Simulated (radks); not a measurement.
Results of a calculation; reference values are marked as such.
Problem. These are the eigenvalues of the occupied orbitals of an atom or ion with whole-number occupations (eV). Level of theory: scalar-relativistic Kohn-Sham, LB94 model potential, spin-polarised, spherical densities, finite nucleus; Fermi nuclear charge, rms radius of each element as measured or else 0.836 A^(1/3) + 0.57 fm (a radial shooting solver on a logarithmic mesh with Libxc functionals).

orbital  eigenvalue
1s down   -2480.298
1s up     -2480.166
2s up     -252.2637
2s down   -252.1144
2p up     -197.6056
2p down   -197.3685
3s up      -45.4424
3s down    -44.8637
3p up      -34.1899

Which element is it, and in what charge state? The configuration may be excited. Open shells, if any, are filled with parallel spins first.

Solution. Z = 16, sulfur, charge +2: S2+ in [Ne] 3s2 3p2. The list shows which subshells hold electrons but not how many an open one holds; the 1s level, -91.149 hartree, gives Z - s = 13.5 by -(Z - s)^2/2, which with screening and relativity narrows Z to a few neighbours, and the depths of the outer levels then fix element, charge and occupations together.
